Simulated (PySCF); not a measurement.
## Working out the ionisation energy of N⁺

N⁺ [He] 2s2 2p2 (3P) → N²⁺ [He] 2s2 2p1 (2P). Computed with PySCF 2.14 in cc-pVDZ (3s2p1d, 14 functions), with the non-relativistic Hamiltonian (point nucleus). Frozen: 1s2. Energies in hartree (1 hartree = 27.21139 eV):

| part | N⁺ (lower) | N²⁺ (upper) |
| --- | --- | --- |
| UHF | -53.880468 | -52.805644 |
| CCSD correlation | -0.075757 | -0.074317 |
| (T) | -0.000754 | -0.000543 |

Q: What does Hartree-Fock give?

A: (-52.805644) − (-53.880468) = 1.074824 hartree = 29.247 eV.

Q: What do CCSD and CCSD(T) give?

A: The CCSD correlation energies differ by 0.001440 hartree = 0.039 eV and the triples by 0.000211 hartree = 0.006 eV, so CCSD gives 29.286 eV and CCSD(T) 29.292 eV.

Reference: 29.601 eV (semi-empirical (NIST evaluation); NIST Atomic Spectra Database, ionization energies), between the lowest levels; spin-orbit coupling is absent from the calculation.

A double-zeta basis recovers only part of the correlation energy.

What remains against the reference includes basis incompleteness, the frozen core and higher excitations.
